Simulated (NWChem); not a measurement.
System: BNH2BrCl; SMILES NB(Cl)Br

The following NWChem deck was run.

```
start job
memory heap 200 mb stack 900 mb global 1100 mb
geometry units angstroms noautosym nocenter noautoz
  B      0.428931    -0.567523     0.000000
  Cl    -0.707497    -1.917626     0.000000
  Br    -0.234814     1.241327     0.000000
  N      1.795340    -0.800251     0.000000
  H      2.474787    -0.051067     0.000000
  H      2.182482    -1.735354     0.000000
end
basis spherical
  * library def2-svpd
end
dft
  xc b3lyp
  iterations 150
end
property
  response 1 0.0
end
task dft property
```

Excerpt of the output:

```
             Northwest Computational Chemistry Package (NWChem) 7.3.0
             --------------------------------------------------------

                             Geometry "geometry" -> ""
                             -------------------------

 Output coordinates in angstroms (scale by  1.889725989 to convert to a.u.)

  No.       Tag          Charge          X              Y              Z
 ---- ---------------- ---------- -------------- -------------- --------------
    1 B                    5.0000     0.42893100    -0.56752300     0.00000000
    2 Cl                  17.0000    -0.70749700    -1.91762600     0.00000000
    3 Br                  35.0000    -0.23481400     1.24132700     0.00000000
    4 N                    7.0000     1.79534000    -0.80025100     0.00000000
    5 H                    1.0000     2.47478700    -0.05106700     0.00000000
    6 H                    1.0000     2.18248200    -1.73535400     0.00000000

 Effective nuclear repulsion energy (a.u.)     280.1793410235

                              NWChem Property Module
                              ----------------------

                                 NWChem DFT Module
                                 -----------------

 Summary of "ao basis" -> "ao basis" (spherical)
 ------------------------------------------------------------------------------
       Tag                 Description            Shells   Functions and Types
 ---------------- ------------------------------  ------  ---------------------
 B                         def2-svpd                 8       20   4s2p2d
 Cl                        def2-svpd                11       27   5s4p2d
 Br                        def2-svpd                15       41   6s5p4d
 N                         def2-svpd                 8       20   4s2p2d
 H                         def2-svpd                 4        8   2s2p

            General Information
            -------------------
          SCF calculation type: DFT
          Wavefunction type:  closed shell.
          No. of atoms     :     6
          No. of electrons :    66
           Alpha electrons :    33
            Beta electrons :    33
          Charge           :     0
          Spin multiplicity:     1
          Use of symmetry is: off; symmetry adaption is: off
          Maximum number of iterations: 150
          AO basis - number of functions:   124
                     number of shells:    50
          Convergence on energy requested:  1.00D-06
          Convergence on density requested:  1.00D-05
          Convergence on gradient requested:  5.00D-04

              XC Information
              --------------
                         B3LYP Method XC Potential
                     Hartree-Fock (Exact) Exchange  0.200
                        Slater Exchange Functional  0.800 local
                    Becke 1988 Exchange Functional  0.720 non-local
              Lee-Yang-Parr Correlation Functional  0.810
                  VWN I RPA Correlation Functional  0.190 local

             Grid Information
             ----------------
          Grid used for XC integration:  medium
          Radial quadrature: Mura-Knowles
          Angular quadrature: Lebedev.
          Tag              B.-S. Rad. Rad. Pts. Rad. Cut. Ang. Pts.
          ---              ---------- --------- --------- ---------
          B                   0.85       49          11.0       434
          Cl                  1.00       88          13.0       590
          Br                  1.15      112          12.0       590
          N                   0.65       49          11.0       434
          H                   0.35       45          13.0       434
          Grid pruning is: on
          Number of quadrature shells:   388
          Spatial weights used:  Erf1

      Superposition of Atomic Density Guess
      -------------------------------------

 Sum of atomic energies:       -3111.16512206

      Non-variational initial energy
      ------------------------------

 Total energy =   -3112.696664
 1-e energy   =   -4881.430473
 2-e energy   =    1488.554468
 HOMO         =      -0.371681
 LUMO         =       0.037220

   convergence    iter        energy       DeltaE   RMS-Dens  Diis-err
 ---------------- ----- ----------------- --------- --------- ---------
 d= 0,ls=0.0,diis     1  -3114.7721717868 -3.39D+03  1.11D-02  6.29D-01
 d= 0,ls=0.0,diis     2  -3114.7648585023  7.31D-03  6.47D-03  6.26D-01
 d= 0,ls=0.0,diis     3  -3114.8345701854 -6.97D-02  1.43D-03  4.96D-02
 d= 0,ls=0.0,diis     4  -3114.8412030429 -6.63D-03  2.27D-04  1.25D-03
 d= 0,ls=0.0,diis     5  -3114.8413012004 -9.82D-05  9.52D-05  1.86D-04
  Resetting Diis
 d= 0,ls=0.0,diis     6  -3114.8413225183 -2.13D-05  2.15D-05  1.02D-05
 d= 0,ls=0.0,diis     7  -3114.8413235959 -1.08D-06  1.24D-05  4.86D-07
 d= 0,ls=0.0,diis     8  -3114.8413235633  3.26D-08  6.31D-06  6.98D-07

         Total DFT energy =    -3114.841323563334
      One electron energy =    -4884.200293566283
           Coulomb energy =     1620.549333814479
    Exchange-Corr. energy =     -131.369704834983
 Nuclear repulsion energy =      280.179341023453

 Numeric. integr. density =       65.999999643688

                       DFT Final Molecular Orbital Analysis
                       ------------------------------------

 Vector   31  Occ=2.000000D+00  E=-3.205170D-01
              MO Center=  6.6D-02, -1.1D+00, -7.5D-10, r^2= 3.6D+00
   Bfn.  Coefficient  Atom+Function         Bfn.  Coefficient  Atom+Function
  ----- ------------  ---------------      ----- ------------  ---------------
    34      0.469253  2 Cl pz                31      0.371326  2 Cl pz
    95      0.307791  4 N  pz                65     -0.233675  3 Br pz
    62     -0.220975  3 Br pz                28      0.212135  2 Cl pz
    98     -0.205914  4 N  pz                59      0.145610  3 Br pz
     7      0.089427  1 B  pz                37      0.068557  2 Cl pz

 Vector   32  Occ=2.000000D+00  E=-2.990820D-01
              MO Center=  4.1D-01,  5.5D-01, -2.1D-09, r^2= 3.2D+00
   Bfn.  Coefficient  Atom+Function         Bfn.  Coefficient  Atom+Function
  ----- ------------  ---------------      ----- ------------  ---------------
    65      0.474197  3 Br pz                62      0.453340  3 Br pz
    95      0.350094  4 N  pz                59     -0.296499  3 Br pz
    98     -0.239704  4 N  pz                56      0.096268  3 Br pz
    68      0.045412  3 Br pz                19      0.038463  1 B  d  1
     7      0.037695  1 B  pz                34      0.033744  2 Cl pz

 Vector   33  Occ=2.000000D+00  E=-2.970577D-01
              MO Center= -2.5D-01,  7.3D-01,  6.2D-09, r^2= 2.9D+00
   Bfn.  Coefficient  Atom+Function         Bfn.  Coefficient  Atom+Function
  ----- ------------  ---------------      ----- ------------  ---------------
    63      0.491137  3 Br px                60      0.457865  3 Br px
    57     -0.300114  3 Br px                33      0.231322  2 Cl py
    64      0.224187  3 Br py                61      0.219245  3 Br py
    30      0.182636  2 Cl py                58     -0.142984  3 Br py
    32     -0.129064  2 Cl px                27      0.103783  2 Cl py

 Vector   34  Occ=0.000000D+00  E=-1.532802D-02
              MO Center=  3.7D-01, -4.9D-01,  6.0D-08, r^2= 3.4D+00
   Bfn.  Coefficient  Atom+Function         Bfn.  Coefficient  Atom+Function
  ----- ------------  ---------------      ----- ------------  ---------------
     7      0.593088  1 B  pz                10     -0.439660  1 B  pz
    95     -0.253877  4 N  pz                34      0.222359  2 Cl pz
    65      0.214255  3 Br pz                98      0.214182  4 N  pz
    62      0.139234  3 Br pz                31      0.137062  2 Cl pz
    68      0.129747  3 Br pz                37      0.112313  2 Cl pz

 Vector   35  Occ=0.000000D+00  E=-1.157245D-02
              MO Center=  1.3D+00, -5.3D-01, -7.6D-08, r^2= 1.1D+01
   Bfn.  Coefficient  Atom+Function         Bfn.  Coefficient  Atom+Function
  ----- ------------  ---------------      ----- ------------  ---------------
     4      5.479972  1 B  s                 92     -4.608025  4 N  s
    25     -1.974925  2 Cl s                  3      1.617626  1 B  s
    53     -1.603806  3 Br s                  8      0.840142  1 B  px
   110      0.823625  5 H  s                118      0.773545  6 H  s
    67      0.711183  3 Br py                36     -0.593680  2 Cl py

 Vector   36  Occ=0.000000D+00  E= 2.180236D-02
              MO Center=  2.0D-01,  1.4D+00,  3.8D-08, r^2= 9.5D+00
   Bfn.  Coefficient  Atom+Function         Bfn.  Coefficient  Atom+Function
  ----- ------------  ---------------      ----- ------------  ---------------
    92      1.612227  4 N  s                  3     -0.951272  1 B  s
    67     -0.945257  3 Br py               118     -0.898970  6 H  s
   110     -0.677393  5 H  s                 66      0.586893  3 Br px
    53      0.436382  3 Br s                114      0.399050  5 H  px
     4     -0.312894  1 B  s                  9     -0.288193  1 B  py

     Multipole analysis of the density
     ---------------------------------

[...]

 DFT Linear Response polarizability / au
 Frequency  =       0.0000000 / au
              X              Y              Z
 -----------------------------------------------
 X      61.6286225     -0.5237971     -0.0000001
 Y      -0.5237517     70.4165488      0.0000003
 Z      -0.0000001      0.0000003     44.5379056
 -----------------------------------------------
 Eigenvalues =      61.5975122     70.4476592     44.5379056
 Isotropic   =      58.8610256
 Anisotropic =      22.8108594
 -----------------------------------------------

 Magnetic Dipole Response Matrix (nonzero elements):

 Exiting AOResponse driver routine
```

Level: B3LYP/def2-SVPD. Geometry: optimised at PBE0/def2-SVP. B3LYP is NWChem's, with the RPA form of VWN correlation.
